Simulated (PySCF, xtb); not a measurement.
ClH2NOSW, SMILES [NH]=[W]([OH])(=[S])[Cl], multiplicity 1.

xtb 6.7.1 with GFN2-xTB at its own geometry gives an orbital gap of 2.11 eV and a dipole moment of 6.10 D.

Geometry optimised at B3LYP-D3(BJ)/def2-SVP. The spin state was assumed, not searched. The structure was generated by enumeration; whether it is a known compound was not checked. The def2 effective core potentials stand for the cores of W; spin–orbit coupling is left out. Other conformers were not sampled.

Question: What does PBE/def2-TZVP (PySCF) give? (Estimate from the structure and the level; the computed values follow.)

Answer: gap 3.23 eV (levels -6.36 and -3.13 eV), dipole 3.26 D.
